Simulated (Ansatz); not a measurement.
B2Cl3, doublet, at a GFN2-xTB geometry, atoms displaced at random by about 0.08 Å a coordinate; B3LYP/6-31G, gradient run with Ansatz (a quantum-chemistry and plane-wave program).

Input for Ansatz:
Ansatz 0.2 input:
```yaml
crystal:
  periodic: [false, false, false]
  atoms:
    - {symbol: Cl, position_ang: [2.65085254, -0.44186227, -0.18314068]}
    - {symbol: B, position_ang: [1.10692498, -0.15770782, 0.02929478]}
    - {symbol: B, position_ang: [-0.44842375, -0.02829277, 0.02958982]}
    - {symbol: Cl, position_ang: [-1.21533656, 1.69191430, 0.09308504]}
    - {symbol: Cl, position_ang: [-1.55626057, -1.19481138, 0.03284279]}
basis:
  gaussian:
    orbitals: 6-31G
hamiltonian:
  xc: b3lyp
magnetization: {spin_polarized: true, initial_magnetization: 1}
output: {forces: true}
```

Problem. What does Ansatz print? Leave out banner, timings and long lists.

Solution. 
```
Functional definition: B3LYP
672 factors; integrals over basis functions are off by at most 1.4e-4 eV
mean field evaluation 1: about -38917.8709 eV, gradient 9.5e0 eV
mean field evaluation 2: about -38918.0447 eV, gradient 9.2e0 eV
mean field evaluation 4: about -38918.6127 eV, gradient 5.1e-1 eV
mean field evaluation 8: about -38918.6135 eV, gradient 3.1e-2 eV
mean field evaluation 16: about -38918.6135 eV, gradient 1.9e-5 eV
mean field -38918.61352050 eV, -1430.2326668948 hartree, gradient 1.9e-5 eV, S^2 0.751588; 2 other end points of the search recorded, 0 dependent functions left out
the calculation of the forces begins
reference -38918.61373686 eV, -1430.2326748458 hartree; 31, 30 occupied and 26, 27 virtual orbitals, 672 factors
Total energy: -38918.61373686 eV, -1430.2326748458 hartree
Atom 0 at     2.650853    -0.441862    -0.183141 Å, force     5.322196    -0.822397    -0.680764 eV/Å
Atom 1 at     1.106925    -0.157708     0.029295 Å, force    -4.995938     0.762981     0.621609 eV/Å
Atom 2 at    -0.448424    -0.028293     0.029590 Å, force     3.176127     5.116510     0.102112 eV/Å
Atom 3 at    -1.215337     1.691914     0.093085 Å, force     0.617269     0.213050    -0.027745 eV/Å
Atom 4 at    -1.556261    -1.194811     0.032843 Å, force    -4.119654    -5.270144    -0.015211 eV/Å
Dipole moment:     0.654897    -0.324379    -0.036617 e Å
```
